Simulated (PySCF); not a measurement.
(H2In-mu-OH)2.
Bonds: In1–O4, In1–O8, O4–In5, In5–O8. Hydrogens: H2, H3 on In1; H9 on O4; H6, H7 on In5; H10 on O8.

Method: PBE0-D3(BJ)/def2-SVP geometry optimisation, gas phase, def2 core potentials past Kr in PySCF 2.14.0; density fitting, grid level 1; the optimiser is geomeTRIC in internal coordinates, started from a GFN2-xTB structure with every atom displaced at random (about 0.03 Å).

The end geometry, which sets the zero of energy:
```
atom  x, y, z in Å
In1     1.6840   -0.2045    0.0822
H2      2.1822   -1.7595    0.6020
H3      2.4842    1.2482   -0.3941
O4      0.0010    0.3680    1.3431
In5    -1.6626   -0.1552    0.0369
H6     -2.2271   -1.6913    0.5461
H7     -2.4144    1.3152   -0.4652
O8      0.0234   -0.5145   -1.2929
H9      0.0128    1.2867    1.6337
H10     0.0411    0.0302   -2.0875
```

Question: These geometries come from the run, each turned onto the end geometry. Order them by energy, lowest first.
A.
```
atom  x, y, z in Å
In1     1.7467   -0.1785    0.0705
H2      2.1062   -1.6520    0.5453
H3      2.4520    1.2877   -0.3973
O4      0.0847    0.4707    1.2918
In5    -1.6971   -0.0865   -0.0237
H6     -2.1832   -1.5794    0.4801
H7     -2.4444    1.3401   -0.4471
O8      0.0627   -0.3569   -1.3348
H9     -0.0243    1.1323    2.0657
H10     0.0215   -0.4544   -2.2461
```
B.
```
atom  x, y, z in Å
In1     1.6679   -0.2139    0.0921
H2      2.1755   -1.7706    0.5983
H3      2.4889    1.2351   -0.3677
O4     -0.0121    0.3767    1.3472
In5    -1.6803   -0.1466    0.0400
H6     -2.1733   -1.7092    0.5381
H7     -2.4333    1.3269   -0.4370
O8      0.0113   -0.4864   -1.2896
H9      0.0245    1.3062    1.5996
H10     0.0556    0.0051   -2.1166
```
C.
```
atom  x, y, z in Å
In1     1.7089   -0.0835    0.0483
H2      2.4148   -1.5928    0.5019
H3      2.4345    1.4250   -0.3842
O4     -0.0056    0.2925    1.3084
In5    -1.7014   -0.0370    0.0006
H6     -2.4417   -1.5247    0.4536
H7     -2.3500    1.4956   -0.4646
O8      0.0157   -0.4879   -1.2274
H9      0.0106    1.0076    1.9505
H10     0.0388   -0.5716   -2.1828
```
D.
```
atom  x, y, z in Å
In1     1.7381   -0.1296    0.0710
H2      2.1368   -1.7500    0.5645
H3      2.4779    1.3551   -0.4121
O4      0.0382    0.4498    1.2537
In5    -1.6671   -0.0551   -0.0028
H6     -2.1643   -1.6370    0.5046
H7     -2.4400    1.4300   -0.4543
O8      0.0519   -0.3520   -1.2705
H9     -0.0579    1.0728    1.9730
H10     0.0111   -0.4607   -2.2225
```
E.
```
atom  x, y, z in Å
In1     1.6922   -0.1750    0.0937
H2      2.2174   -1.7466    0.5532
H3      2.5191    1.2866   -0.3125
O4      0.0045    0.3568    1.3529
In5    -1.6718   -0.1271    0.0392
H6     -2.2527   -1.6774    0.4967
H7     -2.4401    1.3620   -0.3801
O8      0.0259   -0.4612   -1.2646
H9      0.0010    1.2858    1.6101
H10     0.0293   -0.1806   -2.1840
```

Answer: B (0.004 eV), E (0.017 eV), C (0.048 eV), D (0.119 eV), A (0.547 eV).

In the order of the answer:

| step | E above end (eV) | largest force (eV/Å) | rms force component (eV/Å) | rms distance from end (Å) | rms bond change (Å) | bond most changed (Å) |
| --- | --- | --- | --- | --- | --- | --- |
| 18 | 0.004 | 0.09 | 0.027 | 0.033 | 0.002 | O4–In5 +0.004 |
| 15 | 0.017 | 0.11 | 0.038 | 0.093 | 0.006 | In5–O8 -0.011 |
| 6 | 0.048 | 0.16 | 0.043 | 0.290 | 0.012 | In1–O8 -0.020 |
| 1 | 0.119 | 0.49 | 0.142 | 0.230 | 0.016 | In1–O4 -0.029 |
| 0 | 0.547 | 3.36 | 1.227 | 0.241 | 0.066 | In1–H2 -0.124 |

The cost below is that of the whole optimisation. Hardware: Arm Neoverse V2, one thread, on a shared host. Cost: 2.3 min of wall time, 0.46 GiB resident at most.
